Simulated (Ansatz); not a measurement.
Several settings on one geometry of C21H15N3 (relaxed from a model of trityl dicyanamide, whose bonding it doesn't keep) (that of the charge 0 singlet, PBE-D4/def2-SVP). Ansatz on 2 threads of AMD EPYC 7R13 on a shared host and a share (18 GiB) of an NVIDIA H100 80GB HBM3; times are rough.

```xyz
39

N    -3.511   -3.620    3.513
C    -2.684   -2.814    3.269
N    -1.787   -1.865    3.096
C    -0.984   -1.524    2.209
N    -0.081   -1.156    1.494
C     2.889   -2.194   -2.408
C     2.984   -2.425   -1.026
C     2.077   -1.819   -0.146
C     1.061   -0.978   -0.636
C     0.116   -0.263    0.347
C     0.764    1.033    0.884
C     1.812    1.671    0.198
C     2.344    2.880    0.676
C     1.840    3.462    1.848
C     0.796    2.828    2.540
C     0.262    1.624    2.061
C    -1.249    0.019   -0.316
C    -1.692    1.322   -0.598
C    -2.936    1.530   -1.219
C    -3.748    0.441   -1.561
C    -3.306   -0.865   -1.289
C    -2.064   -1.073   -0.678
C     0.967   -0.752   -2.021
C     1.879   -1.356   -2.902
H     3.599   -2.672   -3.100
H     3.770   -3.085   -0.629
H     2.149   -1.999    0.937
H     2.220    1.222   -0.718
H     3.166    3.364    0.127
H     2.262    4.406    2.224
H     0.392    3.272    3.462
H    -0.561    1.145    2.611
H    -1.065    2.185   -0.332
H    -3.271    2.557   -1.431
H    -4.725    0.606   -2.040
H    -3.933   -1.729   -1.558
H    -1.717   -2.101   -0.488
H     0.174   -0.101   -2.416
H     1.792   -1.173   -3.984
```

Totals from different functionals, basis sets or treatments of relativity can't be compared as stabilities.

DK, ANO-RCC and x2c sets are all-electron and run with scalar relativity unless a key says otherwise. HSE06 is defined as in plane-wave codes, on full-range PBE exchange.

The spins typed aren't always the lowest for that charge.

Question: Give the basis size and estimate the energy, ⟨S²⟩, dipole and time of these runs.

```csv
run,method,charge,state,further keys
1,RKS PBEsol/pcseg-2,0,singlet,fitting: {mean_field: def2-universal-jkfit}; scf: {omitted_lower_state_checks: [starts]}; forces asked
2,UKS revPBE/def2-TZVPP,-1,doublet,fitting: {mean_field: def2-universal-jkfit}; scf: {lower_state_search: off}; forces asked
3,RKS HSE06/ANO-RCC-VTZP,0,singlet,fitting: {mean_field: def2-universal-jkfit}; nuclear_model: gaussian; scf: {omitted_lower_state_checks: [starts]}; forces asked
```

Answer: 
```
run  functions  energy (Eh)  ⟨S²⟩  dipole (D)  wall time
  1        930    -968.5538     –        6.69       11 s
  2        954    -973.5616  0.75           –       21 s
  3        930    -973.0295     –        6.75       82 s
```

The highest occupied level of an anion often lies above zero with these methods, and sets without diffuse functions describe the outer electron poorly.
